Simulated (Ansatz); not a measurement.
AsMe3 (C₃H₉As): single points at one geometry.

```yaml
crystal:
  periodic: [false, false, false]
  atoms:
    - {symbol: As, position_ang: [0.003058, 0.002678, 1.048863]}
    - {symbol: C, position_ang: [1.713080, -0.007332, 0.042425]}
    - {symbol: H, position_ang: [2.301683, 0.882385, 0.313166]}
    - {symbol: H, position_ang: [1.540723, -0.009074, -1.045308]}
    - {symbol: H, position_ang: [2.293649, -0.901058, 0.317280]}
    - {symbol: C, position_ang: [-0.849892, 1.487261, 0.046096]}
    - {symbol: H, position_ang: [-0.769419, 1.337362, -1.041995]}
    - {symbol: H, position_ang: [-0.364344, 2.437268, 0.316432]}
    - {symbol: H, position_ang: [-1.912893, 1.552551, 0.323801]}
    - {symbol: C, position_ang: [-0.862774, -1.479567, 0.053712]}
    - {symbol: H, position_ang: [-1.926430, -1.533811, 0.331291]}
    - {symbol: H, position_ang: [-0.385890, -2.432428, 0.329371]}
    - {symbol: H, position_ang: [-0.780540, -1.336246, -1.035134]}
basis:
  gaussian: {orbitals: def2-TZVP, initial_orbitals: start.molden}
hamiltonian: {xc: r2scan, dispersion: d4}
scf: {omitted_lower_state_checks: [starts]}
output: {orbitals: {seedname: orbitals}}
```

The file start.molden holds the orbitals of an earlier run on this structure, at another level or in another basis.

```sh
$ ansatz run in.yaml --threads 2 --pin off --events-out ev --progress --plain --max-ram 4352MiB
```

Output, abridged:

```
Functional definition: r2SCAN
1309 factors; their error is unknown
mean field evaluation 1: about -64098.3522 eV, gradient 6.9e0 eV
mean field evaluation 2: about -64098.3960 eV, gradient 5.0e-2 eV
mean field evaluation 4: about -64098.3731 eV, gradient 2.5e-4 eV
mean field -64098.37312786 eV, -2355.5717650112 hartree, gradient 1.6e-5 eV, S^2 0.000000; 0 other end points of the search recorded, 0 dependent functions left out
reference -64098.37313989 eV, -2355.5717654533 hartree; 30, 30 occupied and 165, 165 virtual orbitals, 1309 factors
Total energy: -64098.43781938 eV, -2355.5741423806 hartree
Checks for a lower state left out: starts
```

Run time 3.9 s (2 threads of Intel Xeon Platinum 8375C on a shared host).

The first input with `gaussian: {orbitals: STO-3G}`, `hamiltonian: {xc: hf}` (abridged; 0.3 s):

```
Functional definition: HF
mean field -63314.78139150 eV, -2326.7752998375 hartree, gradient 1.8e-5 eV, S^2 0.000000
Total energy: -63314.78139150 eV, -2326.7752998375 hartree
Checks for a lower state left out: starts
```

The first input with `hamiltonian: {xc: {name: r2SCAN0}, dispersion: d4}` (abridged; 4.9 s):

```
Functional definition: r2SCAN0
mean field -64097.74848200 eV, -2355.5488096992 hartree, gradient 2.6e-5 eV, S^2 0.000000
Total energy: -64097.82390616 eV, -2355.5515814859 hartree
Checks for a lower state left out: starts
```

As the first input, with `gaussian: {orbitals: def2-TZVPD, initial_orbitals: start.molden}`, `hamiltonian: {xc: pbe, dispersion: d4}` (abridged; 3.7 s):

```
Functional definition: PBE
mean field -64086.78023663 eV, -2355.1457341163 hartree, gradient 2.5e-5 eV, S^2 0.000000
Total energy: -64087.04144991 eV, -2355.1553335272 hartree
Checks for a lower state left out: starts
```

As the first input, with `hamiltonian: {xc: {name: BHLYP}, dispersion: d4}` (abridged; 3.6 s):

```
Functional definition: BHLYP
mean field -64098.02434976 eV, -2355.5589476524 hartree, gradient 1.6e-5 eV, S^2 0.000000
Total energy: -64098.33953364 eV, -2355.5705304464 hartree
Checks for a lower state left out: starts
```

As the first input, with `hamiltonian: {xc: hf}` (abridged; 2 s):

```
Functional definition: HF
mean field -64030.74405551 eV, -2353.0864424428 hartree, gradient 7.5e-6 eV, S^2 0.000000
Total energy: -64030.74405551 eV, -2353.0864424428 hartree
Checks for a lower state left out: starts
```

As the first input, with `hamiltonian: {xc: {name: wB97X-V}}` (abridged; 9 s):

```
Functional definition: wB97X-V
mean field -64094.23332871 eV, -2355.4196301983 hartree, gradient 4.1e-6 eV, S^2 0.000000
Total energy: -64094.23332667 eV, -2355.4196301236 hartree
Checks for a lower state left out: starts
```

Geometry: B3LYP-D4/def2-SVP.
